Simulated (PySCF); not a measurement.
C₂H₅O, SMILES [CH2]OC, multiplicity 2. Coordinates come from a PBE-D3(BJ)/def2-TZVP optimisation. The isomer is the one that the SMILES or the coordinates give; other isomers of the formula were not compared.

Computed equilibrium geometry at PBE-D3(BJ)/def2-TZVP (PySCF confirms it by a frequency run) as Cartesian coordinates in Å:
```xyz
8

C      1.2135    -0.1654    -0.0162
O      0.0015     0.0590     0.5549
C     -1.0904     0.0636    -0.3625
H      1.3382     0.0421    -1.0821
H      2.0447    -0.1076     0.6828
H     -0.9446     0.8355    -1.1382
H     -1.1963    -0.9217    -0.8463
H     -1.9930     0.2910     0.2164
```
Charge 0, spin multiplicity 2.
